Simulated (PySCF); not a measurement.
# How methods differ on the excitation energy of W⁺

W⁺ [Xe] 4f14 5d4 6s1 (6D) → W⁺ [Xe] 4f14 5d5 (6S), as a difference of total energies. Computed with PySCF 2.14 in def2-TZVPPD with the def2 core potential (60 electrons), with a scalar-relativistic core potential. Correlated levels: valence and next inner shell: nothing frozen outside the core potential. The calculations carry no spin-orbit coupling.

```csv
method,excitation energy (cm⁻¹)
UHF,3919.4
MP2 (valence and next inner shell),3979.1
SCS-MP2 (valence and next inner shell),4212.2
CCSD (valence and next inner shell),4066.5
CCSD(T) (valence and next inner shell),4073.2
```

Question: How much does correlation contribute at CCSD(T) (valence and next inner shell)?

Answer: 4073.2 − (3919.4) = 153.8 cm⁻¹, measured against UHF.

Errors of the correlated levels include the incompleteness of this basis.

For comparison: 3276.6 cm⁻¹ (measured; NIST levels, between the centres of gravity of the two terms).
